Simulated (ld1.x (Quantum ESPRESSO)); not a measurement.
## Ir, TM semilocal: configuration errors across variants

ld1.x (Quantum ESPRESSO) 7.5 input, shortened:

```
&input
   title='Ir', zed=77., rel=1, dft='PZ', iswitch=3,
   config='[Xe] 4f14 5d6 6s0 6p0'
 /
 &inputp
   pseudotype=1, tm=.true., lloc=2,
   nlcc=.false.
 /
3
6S  1  0   0.00   0.00  1.10  1.10  0.0
6P  2  1   0.00   0.00  2.25  2.25  0.0
5D  3  2   6.00   0.00  1.90  1.90  0.0
 &test
   configts(1)='5d6 6s0 6p0'
 /
```

All-electron excitation energies from the reference (eV): (1) 5d7 6s0 6p0 -30.842; (2) 5d7 6s0 6p1 -42.115; (3) 5d5 6s0 6p0 43.881; (4) 5d6 6s0 6p0 spin -2.503.

Spin tests fill each open shell by Hund’s rule, majority spin first.

For the base: The 6s radius (1.10 bohr) lies inside the outermost node of the all-electron wave (1.15 bohr), which a nodeless pseudo-wave cannot match soundly.

A semilocal file is local in each channel, so a ghost entry of none says nothing of the separable form that plane-wave codes build from it.

Tests that are not counted but printed errors over 1 eV. “base”: 5d6 6s2 6p1 (solver errors, printed error -431 eV); 5d7 6s2 6p0 (solver errors, printed error -14.9 eV); 3 more. “all radii scaled by about 0.85 (s 0.94, p 1.92, d 1.62 bohr)”: 5d6 6s2 6p1 (solver errors, printed error -434 eV); 5d7 6s2 6p0 (solver errors, printed error -14.9 eV); 3 more. “all radii scaled by about 0.94 (s 1.04, p 2.12, d 1.80 bohr)”: 5d6 6s2 6p1 (solver errors, printed error -431 eV); 5d7 6s2 6p0 (solver errors, printed error -14.9 eV); 3 more. “all radii scaled by about 1.14 (s 1.26, p 2.56, d 2.16 bohr)”: 5d7 6s2 6p0 (spin-polarised) (solver errors, printed error +1.6 eV). “all radii scaled by about 1.31 (s 1.44, p 2.94, d 2.48 bohr)”: 5d6 6s2 6p1 (pseudo-atom not self-consistent, printed error -5.0 eV).

A true bound ghost makes a file unfit for plane-wave use even where its test errors are small: the radial tests pick states by their node count and pass the ghost by. Where a test does run into it, the solver fails or the error is huge.

Errors AE − PS in meV (a dash: test not solved or not reliable):

```csv
change,(1),(2),(3),(4),bound ghosts
base,-6.0,+81,-33,+2194,not determined
"all radii scaled by about 0.85 (s 0.94, p 1.92, d 1.62 bohr)",-6.5,+124,-33,+2195,not determined
"all radii scaled by about 0.94 (s 1.04, p 2.12, d 1.80 bohr)",-6.0,+85,-33,+2194,not determined
"all radii scaled by about 1.14 (s 1.26, p 2.56, d 2.16 bohr)",-7.6,+77,-32,+2190,none
"all radii scaled by about 1.22 (s 1.34, p 2.74, d 2.32 bohr)",-8.6,+75,-30,+2185,s
"all radii scaled by about 1.31 (s 1.44, p 2.94, d 2.48 bohr)",-9.9,+69,-24,+2168,s
"all radii scaled by about 1.40 (s 1.54, p 3.14, d 2.66 bohr)",-9.4,+58,-12,+2140,s
```

Q: Give the same row for: all radii scaled by about 0.75 (s 0.82, p 1.68, d 1.42 bohr).

A: -7.0, +257, -33, +2198; bound ghosts: not determined. Not counted: 5d6 6s2 6p1 (solver errors, printed error -377 eV); 5d7 6s2 6p0 (solver errors, printed error -14.9 eV); 3 more.
